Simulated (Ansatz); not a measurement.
System: SbCl2, charge 1, singlet. SbCl2+ (SMILES [Cl][Sb+][Cl]).
B3LYP-D3(BJ)/def2-TZVP minimum from Ansatz (a quantum-chemistry and plane-wave program):
```xyz
3

Sb     0.3695    -0.0286     0.4497
Cl     0.7858     0.3236    -1.7580
Cl    -1.8945    -0.2379     0.4089
```
Charge +1, spin multiplicity 1.

Total energies in def2-TZVPP, 18 correlated electrons, 19 frozen orbitals. Open shells are spin-unrestricted; no spin-orbit coupling. Correlated methods leave the cores frozen (noble-gas shells, and filled d and f shells in the p block). Past Kr the def2 sets carry scalar-relativistic core potentials. Spin-orbit terms, left out, reach several kcal/mol for Br and I, and more for heavier atoms. The spin of Cl2Sb+ ([Cl][Sb+][Cl], singlet) was assumed, and the state is the lowest solution found for it.

| method | program | energy (Eh) | minus CCSDT(Q) (mEh) |
|---|---|---|---|
| HF | Ansatz | -1158.06774 | 533.73 |
| MP2 | Ansatz | -1158.53709 | 64.37 |
| CCSD | Ansatz | -1158.57287 | 28.59 |
| CCSD(T) | Ansatz | -1158.59831 | 3.16 |
| CCSDT(Q) | Ansatz | -1158.60146 | 0.00 |

Rough core times of Ansatz's runs on a shared machine: CCSD(T) under 20 s, CCSDT(Q) 20 min.
